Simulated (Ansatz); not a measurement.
Reaction (silylene formation by 1,1-elimination): `C[SiH2][SnH3]` → `C[SiH]` + `[SnH4]`

Calculated with Ansatz (gas phase, PBE0-D4/def2-TZVP geometries, no zero-point term in ΔE). CBS: MP2 limit from def2 TZ/QZ plus the TZ coupled-cluster correction, frozen cores. This one scheme is used for every species. DFT in def2-TZVPP. def2 core potentials past Kr. For Sn outer-core shells are correlated without core-valence functions, which leaves a few kJ/mol of doubt a bond.

`C[SiH2][SnH3]`:

```xyz
11

C    -0.782   -0.226   -1.627
Si    0.649    0.373   -0.573
Sn    0.231   -0.071    1.917
H    -0.588   -0.029   -2.684
H    -1.708    0.281   -1.349
H    -0.932   -1.301   -1.502
H     0.857    1.836   -0.765
H     1.909   -0.314   -0.972
H     0.016   -1.742    2.215
H    -1.183    0.728    2.454
H     1.531    0.466    2.887
```

`C[SiH]`:

Z-matrix (Å, degrees):
```
C
Si 1 1.892
H 1 1.098 2 109.5
H 1 1.098 2 109.7 3 -115.3
H 1 1.091 2 113.8 3 122.2
H 2 1.531 1 94.2 3 58.0
```

`[SnH4]`:

```xyz
5

Sn    0.000    0.000    0.000
H     1.502    0.460    0.659
H    -0.133    0.607   -1.587
H    -1.259    0.633    0.958
H    -0.110   -1.700   -0.031
```

```
        level  ΔE (eV)
       revPBE     2.54
HF/def2-QZVPP     2.45
```

(1) What does CCSD(T)/CBS give? (Estimate.)

Largest T1 diagnostic among the species: 0.013.

Answers

(1) The calculation gave: +2.74 eV. The listed levels differ from it by -0.20, -0.29 eV.

From BLYP to BHLYP (50 % exact exchange), in def2-TZVPP and without D4, ΔE moves by +0.24 eV. Leaving LDA and LC-ωPBE aside and taking each functional with its dispersion term where it has one, the values, not all of them listed here, spread over 0.38 eV, from BLYP-D4 to r2SCAN0-D4. LDA lies +0.29 eV from PBE without D4.
